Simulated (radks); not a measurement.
Neutral scandium inside a hard spherical wall (all orbitals vanish at R), configuration held at [Ar] 3d1 4s2 and not refilled when levels cross. Method: scalar-relativistic Kohn-Sham, PBE, spin-polarised, spherical densities, point nucleus; open shells are filled with parallel spins first; computed with a radial shooting solver on a logarithmic mesh with Libxc functionals. Eigenvalues in eV for spin up, with the zero of energy where the potential of the charges vanishes at infinity; a dash marks a level that is unbound or too diffuse for the functional's potential to be trusted. A positive occupied level is held by the wall or, in an anion where self-interaction has pushed it up, behind a barrier. The pressure on the wall is -dE/dV.

| R (bohr) | E (hartree) | kinetic (hartree) | e(3s) | e(3p) | e(4s) | e(3d) | e(4p, empty) | e(5s, empty) | pressure (GPa) |
|---|---|---|---|---|---|---|---|---|---|
| free | -764.06258 | 769.868 | -55.345 | -33.936 | -4.300 | -3.512 | -1.528 | - | 0 |
| 20 | -764.06258 | 769.868 | -55.345 | -33.936 | -4.300 | -3.512 | -1.527 | - | < 0.0001 |
| 15 | -764.06257 | 769.868 | -55.344 | -33.935 | -4.299 | -3.511 | -1.522 | 0.285 | < 0.0001 |
| 12 | -764.06240 | 769.870 | -55.326 | -33.917 | -4.286 | -3.494 | -1.479 | 0.929 | 0.00307 |
| 7 | -764.03326 | 770.038 | -54.264 | -32.866 | -3.380 | -2.539 | 0.060 | 8.478 | 1.38 |
| 4 | -763.42489 | 772.119 | -47.686 | -26.475 | 7.142 | 3.902 | 14.020 | 51.801 | 106 |
| 3.5 | -762.90660 | 773.738 | -44.622 | -23.489 | 14.757 | 7.338 | 23.235 | 76.663 | 276 |
| 2.5 | -759.23346 | 785.067 | -30.431 | -8.857 | 60.494 | 24.824 | 73.696 | 198.54 | 3010 |
| 2 | -752.08490 | 805.479 | -9.972 | 13.249 | 133.78 | 49.888 | 148.65 | 364.58 | 13900 |
| 1.5 | -728.15557 | 865.242 | 49.282 | 75.930 | 334.92 | 112.26 | 343.68 | 775.16 | 91000 |
